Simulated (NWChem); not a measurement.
System: pyrimidine (C$_{4}$H$_{4}$N$_{2}$); SMILES c1ncncc1

```xyz
10

C     -1.3522    -0.0118     0.0000
C     -0.6075    -1.1900     0.0000
N      0.7315    -1.1925     0.0000
C      1.3141     0.0116     0.0000
N      0.7104     1.2052     0.0000
C     -0.6283     1.1792     0.0000
H     -2.4374    -0.0214     0.0000
H     -1.0937    -2.1646     0.0000
H      2.4025     0.0211     0.0000
H     -1.1315     2.1451     0.0000
```
Atoms are numbered in this order, from 1.

All runs use the structure optimised with B3LYP/6-31G* (spherical d).

Give the principal values of the shielding tensors (ppm) of C1, C2, N3, C4 from PBE0/pcSseg-1, GIAO (NWChem), with their diamagnetic and paramagnetic parts as GIAO splits them.


```tsv
atom	σ11	σ22	σ33	isotropic	diamagnetic	paramagnetic
C1	-60.7	61.5	174.6	58.5	256.8	-198.4
C2	-98.1	9.0	150.5	20.5	250.3	-229.9
N3	-341.4	-177.7	288.7	-76.8	327.5	-404.2
C4	-86.2	10.2	123.7	15.9	251.0	-235.1
```
